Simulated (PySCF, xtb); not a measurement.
1,3-disilylpropan-2-ylsilane (C3H14Si3), SMILES [SiH3]CC([SiH3])C[SiH3].

GFN2-xTB (xtb) at its own geometry gives an orbital gap of 4.97 eV and a dipole moment of 0.31 D.

Geometry optimised at B3LYP-D3(BJ)/def2-SVP. One conformer was computed; it need not be the lowest.

Task: What does PBE/def2-TZVP run with PySCF give? (The exact figures need the calculation; the answer reports its results.)

Result: gap 6.02 eV (levels -6.67 and -0.65 eV), dipole 0.60 D.
